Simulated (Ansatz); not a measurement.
System: CAuClO, charge 0, multiplicity 1. 
Geometry from a B3LYP-D3(BJ)/def2-TZVP (Ansatz, a program for electronic structure) optimisation:
SMILES: [O+]#[C-]->[Au][Cl]
```xyz
4

Au     0.0000     0.0000    -0.0230
Cl     0.0000     0.0000     2.2276
O      0.0000     0.0000    -3.0591
C      0.0000     0.0000    -1.9301
```

Give the harmonic wavenumbers at B3LYP-D3(BJ)/def2-TZVP (Ansatz, finite differences of forces, unscaled).

82, 82, 371, 429, 429, 450, 2200 cm⁻¹. Zero-point energy 5.8 kcal/mol.

From these and the geometry, give the ideal-gas thermochemistry at 298.15 K and 1 atm (rigid rotor, harmonic oscillator).

Point group C∞v, rotational symmetry number 1. Rotational constants 1.364, 1.364 GHz. S(trans) 42.57, S(rot) 18.73, S(vib) 11.29, S(elec, spin only) 0.00, S 72.6 cal/(mol K). H(298) - H(0) 3.77 kcal/mol; G - E(el) -12.1 kcal/mol.
